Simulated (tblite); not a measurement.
Run record: tight-binding relaxation, `C=C(C)O[C@@H]1C[O][GeH2][O]1`.

Computed with GFN2-xTB geometry optimisation, gas phase (tblite 0.8.0). Start geometry: from a force field or distance geometry. The command runs a driver script over a list of jobs; the input below is this job's line of settings and its coordinates in Å.

Command:
```bash
OMP_NUM_THREADS=1 python probes_run.py task.json out
```

Input:
```
{"job": {"kind": "relax", "xc": "GFN2-xTB", "basis": "xTB"}, "charge": 0, "multiplicity": 1}
C     -2.028600     1.008100    -0.025200
C     -1.709200    -0.268900     0.088100
C     -2.815700    -1.227200     0.420400
O     -0.405600    -0.722200    -0.064900
C      0.703900     0.044500    -0.384700
C      1.906500    -0.872200    -0.451700
O      2.900700    -0.036200    -1.025400
Ge     2.762300     1.275100     0.232300
O      1.001300     1.053800     0.543300
H     -3.090400     1.241400     0.123600
H     -1.311100     1.768200    -0.253100
H     -2.696200    -1.597500     1.447700
H     -2.724300    -2.097100    -0.258900
H     -3.807000    -0.745900     0.235000
H      0.564700     0.559600    -1.376600
H      2.236200    -1.023500     0.616400
H      1.740200    -1.790600    -1.012300
H      3.632000     0.789600     1.409700
H      3.130700     2.650200    -0.296700
```

Output:
```
step      E/eV     max force
  0    -814.01576    1.783
  1    -814.18271    1.010
  2    -814.30873    0.807
  3    -814.37966    1.010
  4    -814.43437    0.607
  5    -814.48996    0.593
  6    -814.55599    0.653
  7    -814.60653    0.615
  8    -814.64941    0.435
  9    -814.68565    0.382
... (154 lines left out)
164    -815.08607    0.020
165    -815.08618    0.025
166    -815.08633    0.026
167    -815.08650    0.029
168    -815.08664    0.028
169    -815.08673    0.022
170    -815.08678    0.015
171    -815.08681    0.019
172    -815.08685    0.014
173    -815.08687    0.007
```

«max force» is the largest atomic force in eV/Å.

**Question.** From which step on does the largest force stay under 0.1 eV/Å, and how much energy is left to gain from there?

**Answer.** From step 102 (0.076 eV/Å), 20.5 meV above the end.

In short: energy lowered by 24.7 kcal/mol over 173 steps; largest atomic force 0.007 eV/Å at the end.

**Question.** Give the final coordinates.

**Answer.** 1.102 Å rms from the input after alignment:
```
atom  x, y, z in Å
C1    -1.9635    1.0035   -0.4135
C2    -1.4733   -0.0860    0.1565
C3    -2.2400   -0.9689    1.0940
O4    -0.2015   -0.5868   -0.0234
C5     0.6444    0.0278   -0.9488
C6     1.8937   -0.8646   -1.0129
O7     2.7210   -0.5408    0.0827
Ge8    2.2097    0.9982    0.8013
O9     1.0335    1.2881   -0.5097
H10   -2.9754    1.3049   -0.2172
H11   -1.3874    1.6358   -1.0627
H12   -1.6727   -1.1072    2.0123
H13   -2.3854   -1.9489    0.6419
H14   -3.2061   -0.5323    1.3246
H15    0.1566    0.1261   -1.9288
H16    1.5975   -1.9122   -0.9383
H17    2.4293   -0.6910   -1.9498
H18    1.5628    0.7876    2.1430
H19    3.2468    2.0759    0.7161
```

The run took 2.2 s of wall time on Arm Neoverse N1, one thread, shared host.
Labels such as C1 count atoms from 1, the log's own numbers from 0.
